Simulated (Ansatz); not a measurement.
Consider the cleavage of the B–B bond: `CB([SiH3])BS` + HCl → `SBCl` + `CB[SiH3]`.

Program: Ansatz. Geometries: PBE0-D4/def2-TZVP. ΔE: electronic, gas phase. CBS: MP2 limit from def2 TZ/QZ plus the TZ coupled-cluster correction, frozen cores. This one scheme is used for every species. DFT in def2-TZVPP. B3LYP here is the variant with VWN-RPA as its local correlation; programs differ in this. Each species was taken in one conformer, which may not be the lowest.

| level | ΔE (kJ/mol) |
| --- | --- |
| B3LYP-D4 | -76.7 |
| HF/def2-QZVPP | -96.1 |
| HF/CBS(def2) | -96.1 |
| CCSD/CBS(def2) | -80.2 |

(1) What does CCSD(T)/CBS give? (An estimate is asked.)

Largest T1 diagnostic among the species: 0.014.

## Answers

(1) Ansatz gave: -78.8 kJ/mol. The listed levels differ from it by 2.1, -17.3, -17.3, -1.4 kJ/mol.

In def2-TZVPP, CCSD(T) changes the Hartree–Fock value by +17.5 kJ/mol (the triples alone add +1.4 kJ/mol) and MP2 by +11.1 kJ/mol. From PBE to PBE0 (25 % exact exchange), in def2-TZVPP and without D4, ΔE moves by −3.2 kJ/mol.
